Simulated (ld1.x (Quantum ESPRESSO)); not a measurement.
**Reading a pseudo-wave (magnesium)**

Columns: radius, all-electron u(r) and pseudo u(r) of the 2s shell (level -79.55 eV) of magnesium in the configuration [He] 2s2 2p6 3s2 3p0; PBE, non-relativistic, RRKJ scheme, ld1.x (Quantum ESPRESSO) 7.5.

```tsv
r (bohr)	all-electron	pseudo
0.038	0.4775	-0.1016
0.075	0.5547	-0.2006
0.113	0.4252	-0.3026
0.150	0.2039	-0.4024
0.188	-0.0557	-0.5052
0.225	-0.3041	-0.6054
0.263	-0.5355	-0.7078
0.300	-0.7288	-0.8055
0.338	-0.8915	-0.9019
0.375	-1.0155	-0.9892
0.413	-1.1103	-1.0686
0.450	-1.1743	-1.1327
0.488	-1.2148	-1.1818
0.525	-1.2337	-1.2117
0.563	-1.2355	-1.2236
0.600	-1.2236	-1.2184
0.638	-1.1999	-1.1984
0.675	-1.1684	-1.1681
0.713	-1.1294	-1.1294
0.750	-1.0867	-1.0867
0.788	-1.0396	-1.0396
0.825	-0.9915	-0.9915
0.863	-0.9411	-0.9411
0.900	-0.8917	-0.8917
0.938	-0.8413	-0.8413
0.975	-0.7930	-0.7930
```

Q: How many radial nodes do the two functions have?

A: The all-electron 2s function has n − l − 1 = 1; the pseudo-wave has 0, since the states of the same l below it are removed with the core.

Q: At about which radius was the pseudo-wave matched?

A: 0.75 bohr. The columns agree to 0.0005 from 0.68 bohr on; several derivatives are matched, so the curves merge somewhat inside the radius.

Q: Is the pseudo-wave norm-conserving?

A: Yes: the RRKJ scheme keeps the norm inside the radius equal to the all-electron one, which fixes the energy derivative of the logarithmic derivative at the level.
